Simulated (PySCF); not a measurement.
**Solvent effects on NMR parameters**

Geometry:
| atom | x (Å) | y (Å) | z (Å) |
| --- | --- | --- | --- |
| C1 | -2.234 | -0.464 | 1.181 |
| C2 | -2.130 | 0.324 | -0.112 |
| C3 | -1.039 | -0.156 | -1.065 |
| O4 | -1.156 | 0.624 | -2.230 |
| C5 | 0.344 | -0.037 | -0.459 |
| C6 | 1.066 | 1.158 | -0.539 |
| C7 | 2.330 | 1.280 | 0.034 |
| C8 | 2.898 | 0.195 | 0.700 |
| C9 | 2.202 | -1.009 | 0.790 |
| C10 | 0.942 | -1.102 | 0.214 |
| F11 | 0.278 | -2.261 | 0.308 |
| H12 | -3.063 | -0.090 | 1.799 |
| H13 | -2.413 | -1.534 | 0.991 |
| H14 | -1.314 | -0.384 | 1.781 |
| H15 | -3.078 | 0.279 | -0.673 |
| H16 | -1.944 | 1.391 | 0.098 |
| H17 | -1.223 | -1.225 | -1.285 |
| H18 | -0.481 | 0.333 | -2.853 |
| H19 | 0.612 | 1.993 | -1.077 |
| H20 | 2.874 | 2.224 | -0.040 |
| H21 | 3.890 | 0.280 | 1.151 |
| H22 | 2.617 | -1.880 | 1.300 |

GIAO PBE0/pcSseg-1 in PySCF 2.14 on one PBE0-D3(BJ)/def2-SVP conformer, non-relativistic, equivalent nuclei averaged. Solvents enter as an IEF-PCM continuum (benzene with ε = 2.3, chloroform with ε = 4.7) around the gas-phase geometry. Shifts are referred to TMS, CFCl3 computed in the same medium.

Gas phase, δ in ppm: C10 167.2, C5 139.0, C8 134.2, C6 132.7, C7 129.6, C9 119.6, C3 70.2, C2 35.4, C1 11.3, F11 -118.1, H19 7.92, H21 7.38, H20 7.36, H22 7.10. Dipole moment 1.39 D.

(1) How does each δ change in the continuum?

(2) Which nuclei move most (in ppm), and what does the model miss?

Answers

(1) 
```json
{"atoms": "C10", "environment": "aromatic carbon bearing fluorine", "Δδ, benzene": "+0.4", "Δδ, chloroform": "+0.6"}
{"atoms": "C5", "environment": "substituted aromatic carbon", "Δδ, benzene": "+0.5", "Δδ, chloroform": "+0.9"}
{"atoms": "C8", "environment": "aromatic CH", "Δδ, benzene": "+0.8", "Δδ, chloroform": "+1.2"}
{"atoms": "C6", "environment": "aromatic CH", "Δδ, benzene": "+0.6", "Δδ, chloroform": "+0.9"}
{"atoms": "C7", "environment": "aromatic CH", "Δδ, benzene": "+0.8", "Δδ, chloroform": "+1.2"}
{"atoms": "C9", "environment": "aromatic CH", "Δδ, benzene": "+0.6", "Δδ, chloroform": "+1.0"}
{"atoms": "C3", "environment": "sp3 CH bonded to O, on an aromatic ring", "Δδ, benzene": "+0.4", "Δδ, chloroform": "+0.6"}
{"atoms": "C2", "environment": "sp3 CH2", "Δδ, benzene": "+0.4", "Δδ, chloroform": "+0.6"}
{"atoms": "C1", "environment": "methyl carbon", "Δδ, benzene": "+0.1", "Δδ, chloroform": "+0.2"}
{"atoms": "F11", "environment": "aryl fluorine", "Δδ, benzene": "-1.0", "Δδ, chloroform": "-1.4"}
{"atoms": "H19", "environment": "hydrogen on an aromatic CH", "Δδ, benzene": "+0.04", "Δδ, chloroform": "+0.05"}
{"atoms": "H21", "environment": "hydrogen on an aromatic CH", "Δδ, benzene": "+0.11", "Δδ, chloroform": "+0.18"}
{"atoms": "H20", "environment": "hydrogen on an aromatic CH", "Δδ, benzene": "+0.10", "Δδ, chloroform": "+0.17"}
{"atoms": "H22", "environment": "hydrogen on an aromatic CH", "Δδ, benzene": "+0.11", "Δδ, chloroform": "+0.18"}
```

Changes are relative to the gas phase. The dipole moment becomes 1.56 D in benzene, 1.66 D in chloroform.

(2) F11 (aryl fluorine, -1.4 ppm) in chloroform. A continuum only polarises the solute; specific hydrogen bonds, the anisotropy of aromatic solvents and changes of geometry or conformer are outside it.
